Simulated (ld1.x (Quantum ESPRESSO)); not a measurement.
Which change was made? (F, RRKJ)

```json
{
  "Element": "F",
  "Generator": "ld1.x (Quantum ESPRESSO) 7.5",
  "Type": "norm-conserving RRKJ (Kleinman–Bylander form)",
  "Functional": "Wu–Cohen",
  "Relativity": "scalar-relativistic",
  "Frozen core": "[He]",
  "Valence charge": "7",
  "Reference configuration": "2s2 2p5",
  "Partial waves": "2s (bound): rc 0.80 bohr; 3d channel at 0.1 Ry: rc 1.10 bohr; 2p (bound): rc 1.45 bohr",
  "Local potential": "the p channel",
  "Core correction": "Bessel-smoothed model core inside 0.65 bohr",
  "rho0": "0.02"
}
```

Cutoffs, loose and tight: the cutoffs (Ry, on a coarse ladder) from which the occupation-weighted sum of valence levels, in a spherical-Bessel basis at the reference potential, stays within 10 and 1 mRy of its value at 400 Ry. They do not see the model core or the augmentation charge, which bear on the density cutoff. Test errors are all-electron minus pseudo excitation energies from the reference, over the configurations 2s2 2p4; 2s2 2p3; 2s2 2p2; 2s2 2p5.3; 2s1 2p5; 2s1 2p6; 2s2 2p4.5; variants that change the core or the reference have their own tests.

The base gives: outcome: generated; cutoff, loose: 140 Ry; cutoff, tight: 180 Ry; bound ghosts: none; largest test error (meV): +598.

Q: After one change the result is: outcome: generated; cutoff, loose: 300 Ry; cutoff, tight: over 300 Ry; bound ghosts: none; largest test error (meV): +144. Which change was it?
A. all radii but the core radius scaled by about 1.20 (s 0.96, p 1.74, d 1.32 bohr)
B. all radii but the core radius scaled by about 0.76 (s 0.60, p 1.10, d 0.84 bohr)
C. all radii but the core radius scaled by about 0.94 (s 0.76, p 1.36, d 1.04 bohr)
D. all radii but the core radius scaled by about 1.37 (s 1.10, p 1.98, d 1.50 bohr)

A: B. The others give: all radii but the core radius scaled by about 0.94 (s 0.76, p 1.36, d 1.04 bohr) → outcome: generated; cutoff, loose: 160 Ry; cutoff, tight: 200 Ry; bound ghosts: none; largest test error (meV): +400 | all radii but the core radius scaled by about 1.20 (s 0.96, p 1.74, d 1.32 bohr) → outcome: generated; cutoff, loose: 140 Ry; cutoff, tight: 160 Ry; bound ghosts: none; largest test error (meV): +1417 | all radii but the core radius scaled by about 1.37 (s 1.10, p 1.98, d 1.50 bohr) → outcome: generated; cutoff, loose: 110 Ry; cutoff, tight: 140 Ry; bound ghosts: none; largest test error (meV): +2432.
